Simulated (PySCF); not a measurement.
HP$_{2}$ (SMILES P#[PH+]), charge +1, singlet, geometry from GFN2-xTB; PySCF with B97M-V/STO-3G.

The PySCF input:
```python
from pyscf import gto, scf, dft

mol = gto.Mole()
mol.atom = '''
    P    -0.00000000   -0.00000000   -1.02596741
    P     0.00000000    0.00000000    0.87502951
    H     0.00000000    0.00000000    2.26406841
'''
mol.basis = 'sto-3g'
mol.charge = 1
mol.verbose = 4
mol.build()

mf = dft.RKS(mol)
mf.xc = 'b97m_v'
mf.kernel()
```

It wrote (shortened):

```
PySCF version 2.14.0

[INPUT] verbose = 4
[INPUT] num. atoms = 3
[INPUT] num. electrons = 30
[INPUT] charge = 1
[INPUT] spin (= nelec alpha-beta = 2S) = 0
[INPUT] symmetry False subgroup None
[INPUT] Mole.unit = angstrom
[INPUT] Symbol           X                Y                Z      unit          X                Y                Z       unit  Magmom
[INPUT]  1 P      0.000000000000   0.000000000000  -1.025967410000 AA    0.000000000000   0.000000000000  -1.938797417629 Bohr   0.0
[INPUT]  2 P      0.000000000000   0.000000000000   0.875029510000 AA    0.000000000000   0.000000000000   1.653566124812 Bohr   0.0
[INPUT]  3 H      0.000000000000   0.000000000000   2.264068410000 AA    0.000000000000   0.000000000000   4.278469222179 Bohr   0.0

nuclear repulsion = 70.7599916689889
number of shells = 11
number of NR pGTOs = 57
number of NR cGTOs = 19
basis = sto-3g
ecp = {}

******** <class 'pyscf.dft.rks.RKS'> ********
method = RKS
initial guess = minao
damping factor = 0
level_shift factor = 0
DIIS = <class 'pyscf.scf.diis.CDIIS'>
diis_start_cycle = 1
diis_space = 8
diis_damp = 0
SCF conv_tol = 1e-09
SCF conv_tol_grad = None
SCF max_cycles = 50
direct_scf = True
direct_scf_tol = 1e-13
XC library pyscf.dft.libxc version 7.1.2
    S. Lehtola, C. Steigemann, M. J. T. Oliveira, and M. A. L. Marques,  SoftwareX 7, 1–5 (2018)
XC functionals = b97m_v
    N. Mardirossian and M. Head-Gordon,  J. Chem. Phys. 142, 074111 (2015)
radial grids:
    Treutler-Ahlrichs [JCP 102, 346 (1995); DOI:10.1063/1.469408] (M4) radial grids

becke partition: Becke, JCP 88, 2547 (1988); DOI:10.1063/1.454033
pruning grids: <function nwchem_prune>
grids dens level: 3
symmetrized grids: False
atomic radii adjust function: <function treutler_atomic_radii_adjust>
** Following is NLC and NLC Grids **
NLC functional = b97m_v
radial grids:
    Treutler-Ahlrichs [JCP 102, 346 (1995); DOI:10.1063/1.469408] (M4) radial grids

becke partition: Becke, JCP 88, 2547 (1988); DOI:10.1063/1.454033
pruning grids: <function nwchem_prune>
grids dens level: 3
symmetrized grids: False
atomic radii adjust function: <function treutler_atomic_radii_adjust>
small_rho_cutoff = 0
Set gradient conv threshold to 3.16228e-05
Initial guess from minao.
tot grids = 48168
tot grids = 48168
init E= -675.259607849954
  HOMO = -0.242393570106027  LUMO = -0.0732759793588402  gap/eV = 4.60192
cycle= 1 E= -675.207531780532  delta_E= 0.0521  |g|= 0.109  |ddm|= 2.53
  HOMO = -0.456067542467784  LUMO = -0.27240180705154  gap/eV = 4.99780
cycle= 2 E= -675.1365357244  delta_E= 0.071  |g|= 0.438  |ddm|= 0.832
  HOMO = -0.449917125820918  LUMO = -0.276522118451359  gap/eV = 4.71832
cycle= 3 E= -675.211377473218  delta_E= -0.0748  |g|= 0.0501  |ddm|= 0.709
  HOMO = -0.44653572778865  LUMO = -0.273698462432181  gap/eV = 4.70314
cycle= 4 E= -675.21232844354  delta_E= -0.000951  |g|= 0.00643  |ddm|= 0.0695
  HOMO = -0.447048483542241  LUMO = -0.274108574918648  gap/eV = 4.70593
cycle= 5 E= -675.212342142223  delta_E= -1.37e-05  |g|= 0.00188  |ddm|= 0.00724
  HOMO = -0.44698279598614  LUMO = -0.274033704831889  gap/eV = 4.70618
cycle= 6 E= -675.212343485353  delta_E= -1.34e-06  |g|= 0.000496  |ddm|= 0.00236
  HOMO = -0.446991800328605  LUMO = -0.274041004894699  gap/eV = 4.70623
cycle= 7 E= -675.212343576295  delta_E= -9.09e-08  |g|= 3.47e-06  |ddm|= 0.000688
  HOMO = -0.446991816551949  LUMO = -0.274041000484724  gap/eV = 4.70623
cycle= 8 E= -675.212343576299  delta_E= -3.87e-12  |g|= 1.25e-07  |ddm|= 4.85e-06
  HOMO = -0.446991812057868  LUMO = -0.274041002430902  gap/eV = 4.70623
Extra cycle  E= -675.212343576299  delta_E= 2.27e-13  |g|= 6.69e-07  |ddm|= 1.1e-06
converged SCF energy = -675.212343576299
```
